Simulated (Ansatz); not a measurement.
`[OH][Hf]([OH])([OH])[I]`. The species carries charge 0 and has multiplicity 1. Hf, I: def2 effective core potential. Geometry: relaxed with PBE0-D4/def2-TZVP. It is one conformer, not always the lowest.

```xyz
8

O    -0.849   -0.195    1.622
Hf    0.117    0.248    0.032
O     1.484   -1.051   -0.283
O    -1.077    0.313   -1.460
I     1.288    2.725    0.354
H    -1.582   -0.382    2.199
H     2.058   -1.797   -0.142
H    -1.440    0.139   -2.322
```

What is the dipole moment at PBE/def2-TZVPP? (Best estimate.)

Ansatz gave: 3.95 D, with components (-1.67, -3.55, -0.46) D in this frame, pointing from negative to positive charge.

And with r2SCAN, B3LYP, ωB97M-V? (Estimate.)

Computed: r2SCAN 4.05 D, B3LYP 3.98 D, ωB97M-V 4.13 D.

Give the Mulliken charges with PBE, B3LYP, r2SCAN in def2-TZVPP. (Estimate.)

The calculation gave: 
```csv
atom,PBE,B3LYP,r2SCAN
O1,-0.37,-0.42,-0.45
Hf2,0.86,1.04,1.09
O3,-0.37,-0.42,-0.45
O4,-0.37,-0.42,-0.45
I5,-0.29,-0.31,-0.31
H6,0.18,0.18,0.19
H7,0.18,0.18,0.19
H8,0.18,0.18,0.19
```

B3LYP here is the variant with VWN-RPA as its local correlation; programs differ in this.
